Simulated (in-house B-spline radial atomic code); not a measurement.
PBEsol excitations of Re⁷⁺

Method: PBEsol. Computed with a B-spline radial code for spherical atoms: linear response of the closed shell [Xe] 4f14 with the functional's adiabatic kernel; scalar-relativistic (spin-free one-electron X2C), finite nucleus, no spin-orbit coupling, no double excitations, S, P, D and F terms only; shells from n = 3 respond. Only terms of natural parity with L up to 3 were computed.

Spin-orbit coupling is strong here, so these LS terms don't match observed levels.

Command:
```bash
python run_td.py task.json out
```
Settings (radii: box in bohr, nucleus in fm):
```
Z                        75
electrons                68
configuration            [Xe] 4f14
hamiltonian              x2c
method                   pbesol
box_radius               12.81
rms_radius               5.3698
intervals                69
```

Time taken, with all properties: 6.1 s on 1 thread of Arm Neoverse N1, with other jobs on the host.

The lowest states, in the order of their Tamm-Dancoff energies; the method's threshold (minus the highest occupied level) is 138.32 eV. Labels give the largest channel, * marks a mixed state, and oscillator strengths are full-response dipole values. Semilocal kernels can invert the small singlet-triplet splittings of Rydberg terms. Energies in eV:

```csv
state,full response,Tamm-Dancoff,oscillator strength
5p → 5d 3P*,?,?,-
5p → 5d 3F,47.53,47.60,-
4f → 5d 3P*,48.81,48.82,-
4f → 5d 3F,48.93,48.94,-
4f → 5d 1F,49.27,49.27,-
4f → 5d 1P,?,?,?
5p → 5d 1F,50.49,50.55,-
5p → 5d 1P,59.82,61.73,5.49
4f → 6s 3F,64.60,64.60,-
5p → 6s 3P,64.60,64.61,-
```

Problem. Where does 4f → 5d 1P lie?

Solution. At 50.29 eV in full response, 50.45 eV in Tamm-Dancoff, oscillator strength 0.0129.

Problem. Where does 5p → 5d 3P lie?

Solution. At 46.74 eV in full response, 46.83 eV in Tamm-Dancoff.

Problem. How large is the singlet-triplet splitting of 4f → 5d (F terms) in Tamm-Dancoff?

Solution. 0.336 eV, from the unrounded values.

Problem. What polarisabilities and dispersion coefficient does the method give?

Solution. Dipole 1.686 bohr³, quadrupole 1.929 bohr⁵, C6 5.839 hartree·bohr⁶ for two such species.
